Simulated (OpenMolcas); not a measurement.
Pd2+ (d8) in a complex was computed by CASSCF with the d shell active (OpenMolcas, ANO-RCC-VDZP on the metal). Its lowest spin-free states, and all those of the highest spin:

```csv
2S+1,Degeneracy,E (cm-1)
3,2,0.0
3,1,1345
3,1,4636
3,2,8760
1,1,11385
1,2,12714
1,1,13013
1,1,13340
3,1,15431
3,2,18772
1,1,19812
3,1,20347
```

Task: Is the site octahedral, tetrahedral or cube-like, axial, or of lower symmetry?

Result: The states with 2S+1 = 3 have orbital degeneracies 2, 1, 1, 2, 1, 2, 1. There are pairs but no triples, so the site is axial: not cubic, but with a proper or improper axis of order three or more. The run had Pd2+ with 4 ligands (water) in tetrahedral coordination (D2d) at 2 Å. Ligand basis ANO-RCC-VDZP.

An orbital doublet at a regular site is open to a Jahn-Teller distortion, which this geometry leaves out. Without dynamic correlation the repulsion within the d shell is too large (B by tens of per cent), so at a given field states of lower spin stand too high. Real 4d8 and 5d8 ions are as a rule square planar and diamagnetic. With metal d orbitals alone the field can be off either way by tens of per cent. Ligand-to-metal charge-transfer states are missing. With no ligand orbital active B as a rule stays too high, so bands that hang on it stand too high and its fall with covalency is understated. No measured value stands beside these numbers; the geometry was imposed, not optimised, and the real ion may take another.
